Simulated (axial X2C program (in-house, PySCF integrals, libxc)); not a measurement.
The numbers below are computed, except where a source is named.
# YC: input and output of an open-shell CI run

Program: an axial X2C code built on PySCF integrals.

Input and command:
```json
{"zs": [39, 6], "q": 0, "bas": ["dyall-v3z", "dyall-v3z"], "r0": 1.97, "metal": 0, "shells": [[2, [0, 1, 2], 0], [0, [0], 1], [1, [1], 0]], "fix": 0, "emax": 3.2, "nroots": 6}
```
```bash
python soci.py task.json out
```

Keys: zs atomic numbers; q charge; bas basis sets; r0 starting distance in Å; metal index of the metal atom; shells open shells as [l, |m| values, electrons]; fix electron count of the first shell held; emax energy window in eV; nroots roots for each Ω.

Output at R = 2.124 Å:

```
average of configuration d0 s1 p(π)0
basis functions 180  fitting functions 992
iter      average energy  largest gradient
   1      -3416.611583208   9.58e+00
   2      -3417.150280334   8.87e+00
   3      -3417.641840728   7.98e+00
   4      -3417.915955401   7.34e+00
   5      -3418.741369958   5.31e+00
   6      -3419.137887005   3.58e+00
   7      -3419.324853624   8.37e-01
   8      -3419.360778961   2.70e-01
   9      -3419.383827536   1.72e-01
  10      -3419.394798687   1.38e-01
  11      -3419.397045910   3.88e-02
  12      -3419.398170243   1.85e-02
  13      -3419.398813793   2.72e-02
  14      -3419.399115884   2.13e-02
  15      -3419.399324153   8.76e-03
  16      -3419.399367179   4.69e-03
  17      -3419.399375961   5.01e-03
  18      -3419.399379151   2.04e-03
  19      -3419.399380325   9.44e-04
  20      -3419.399380502   1.75e-04
  21      -3419.399380523   1.14e-04
  22      -3419.399380530   9.60e-05
  23      -3419.399380535   4.95e-05
  24      -3419.399380537   3.50e-05
  25      -3419.399380538   1.08e-05
converged
CI levels
2*Omega        energy/Eh    cm-1   g(par)  dipole/D  leading shell counts
    1     -3419.39938054        0   2.002   -6.801  {'0 1 0': 1.0}
    3     -3419.34095368    12823   3.982   -8.164  {'1 0 0': 1.0}
    3     -3419.33718524    13650   2.018   -9.534  {'1 0 0': 1.0}
    1     -3419.33436477    14269   0.008   -6.205  {'1 0 0': 1.0}
    5     -3419.33185163    14821   6.002   -9.434  {'1 0 0': 1.0}
    1     -3419.31566454    18374   1.992   -5.455  {'1 0 0': 1.0}
```

Dipoles in the output refer to the first atom as origin.

There is no dynamic correlation: spin–orbit spacings and, for f shells, spacings inside one term are the most reliable numbers, splittings between terms come out too wide, and energies between configurations are not reliable, so the lowest level need not be the ground state of the molecule. For d shells the ligand-field splittings (σ, π, δ) and their order can be off by a thousand cm⁻¹ or more. At most 6 roots were kept for each Ω > 0 (twice that for Ω = 0) within 3.2 eV of the lowest, so higher up levels can be missing between those listed; levels with Ω > 0 are doubly degenerate and listed once, Ω = 0 levels singly. Some active spinors are only partly of the character that their shell is named for, so the shell names and counts are nominal. States that fill the shells left empty in the average are placed too high. Along the bond the averaged SCF switches between close solutions, so this one may not be the lowest.
